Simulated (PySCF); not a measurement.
## How exact exchange moves a shielding

Molecule: SMILES OC[C@H](F)[SiH3], C2H7FOSi.

Molfile (atoms numbered from 1):
```
C2H7FOSi
     RDKit          3D

 12 11  0  0  0  0  0  0  0  0999 V2000
   -1.0938    1.3746   -0.5732 O   0  0  0  0  0  0  0  0  0  0  0  0
   -1.2936    0.0231   -0.2660 C   0  0  0  0  0  0  0  0  0  0  0  0
   -0.1452   -0.5525    0.5280 C   0  0  2  0  0  0  0  0  0  0  0  0
   -0.1691    0.0240    1.8025 F   0  0  0  0  0  0  0  0  0  0  0  0
    1.5714   -0.1710   -0.2309 Si  0  0  0  0  0  4  0  0  0  0  0  0
   -0.9895    1.8415    0.2641 H   0  0  0  0  0  0  0  0  0  0  0  0
   -2.2339   -0.1387    0.2997 H   0  0  0  0  0  0  0  0  0  0  0  0
   -1.3851   -0.5219   -1.2192 H   0  0  0  0  0  0  0  0  0  0  0  0
   -0.2835   -1.6425    0.6503 H   0  0  0  0  0  0  0  0  0  0  0  0
    2.5989   -0.9822    0.4868 H   0  0  0  0  0  0  0  0  0  0  0  0
    1.5586   -0.5566   -1.6740 H   0  0  0  0  0  0  0  0  0  0  0  0
    1.9030    1.2724   -0.0770 H   0  0  0  0  0  0  0  0  0  0  0  0
  1  2  1  0
  2  3  1  0
  3  4  1  0
  3  5  1  0
  1  6  1  0
  2  7  1  0
  2  8  1  0
  3  9  1  1
  5 10  1  0
  5 11  1  0
  5 12  1  0
M  END
```

GIAO shieldings (ppm, equivalent atoms averaged) in PySCF 2.14.0 with density-fitted response routines on the PBE0-D3(BJ)/def2-SVP geometry, basis pcSseg-2, gas phase, non-relativistic:

| functional | exact exchange (%) | σ(O1) | σ(C3) | σ(C2) | σ(F4) |
| --- | --- | --- | --- | --- | --- |
| BLYP | 0 | 284.6 | 74.5 | 100.5 | 401.2 |
| BP86 | 0 | 289.0 | 80.3 | 106.0 | 403.7 |
| PBE | 0 | 288.9 | 80.2 | 106.0 | 401.7 |
| B3LYP | 20 | 293.8 | 81.8 | 107.5 | 416.4 |
| mPW1PW91 | 25 | 298.7 | 88.3 | 113.4 | 420.8 |
| BHandHLYP | 50 | 304.2 | 91.3 | 116.1 | 434.7 |
| HF | 100 | 317.0 | 106.3 | 129.1 | 459.0 |

Q: Fit each shielding as a line in the percentage of exact exchange.

A: σ(O1) = 288.3 + 0.30 x (rms 1.9 ppm); σ(C3) = 78.4 + 0.28 x (rms 2.3 ppm); σ(C2) = 104.3 + 0.25 x (rms 2.1 ppm); σ(F4) = 403.6 + 0.57 x (rms 2.0 ppm). The functionals also differ in their semilocal parts, which the line can't hold; Hartree–Fock has no correlation at all.

Q: What does the line predict for PBE0 (25 %), and what does the run give?

A: σ(O1): 295.8 predicted, 299.4 computed; σ(C3): 85.4 predicted, 89.0 computed; σ(C2): 110.5 predicted, 114.0 computed; σ(F4): 417.9 predicted, 420.2 computed ppm.
